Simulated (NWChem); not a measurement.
# Correlation energy of Br (-1)

```xyz
1

Br     0.0000     0.0000     0.0000
```
Charge -1, spin multiplicity 1.

Everything below was run with NWChem.

Basis set: def2-TZVPD. Each correlation energy counts from its own Hartree-Fock reference.

The Hamiltonian is non-relativistic. The correlated methods keep 9 core orbitals frozen. No row is a measurement; the coupled-cluster row has its own basis-set and correlation limits.

Problem. One of these methods gave a correlation energy of -284.4 mHa. Which?
A. CCSD+T(CCSD)
B. MP2
C. CCSD
D. SCS-MP2

Solution. B, MP2. The others give -266.0 (SCS-MP2), -289.9 (CCSD), -299.5 (CCSD+T(CCSD)).
